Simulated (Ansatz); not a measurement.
One change: `CB(N)Cl` becomes `CB(N)N`.

Ansatz, PBE0-D4/def2-TZVP geometries, multiplicity 1. Each molecule was computed in one conformer, which needn't be the lowest.

| property | `CB(N)Cl` |
| --- | --- |
| HOMO–LUMO gap (PBE0/def2-TZVPP) / eV | 8.94 |
| HOMO energy (B3LYP/def2-TZVPP) / eV | -7.96 |
| HOMO energy (ωB97M-V/def2-TZVPP) / eV | -10.53 |
| LUMO energy (PBE0/def2-TZVPP) / eV | 0.72 |
| LUMO energy (B3LYP/def2-TZVPP) / eV | 0.40 |
| HOMO–LUMO gap (PBE/def2-TZVPP) / eV | 6.53 |

**Question.** What does the change do to each property? (An estimate is asked.)

**Answer.** The calculation gave: 
```csv
property,`CB(N)N`,shift
HOMO–LUMO gap (PBE0/def2-TZVPP) / eV,7.62,-1.32
HOMO energy (B3LYP/def2-TZVPP) / eV,-6.52,1.44
HOMO energy (ωB97M-V/def2-TZVPP) / eV,-9.13,1.40
LUMO energy (PBE0/def2-TZVPP) / eV,0.87,0.15
LUMO energy (B3LYP/def2-TZVPP) / eV,0.52,0.12
HOMO–LUMO gap (PBE/def2-TZVPP) / eV,5.45,-1.08
```

With PBE0 the HOMO rises by 1.47 eV and the LUMO rises by 0.15 eV, so the gap narrows by about 1.32 eV. PBE moves the HOMO by 1.48 eV and ωB97M-V by 1.40 eV. The zero-point energy changes by 65.8 kJ/mol with +6 modes.

B3LYP here is the variant with VWN-RPA as its local correlation; programs differ in this.
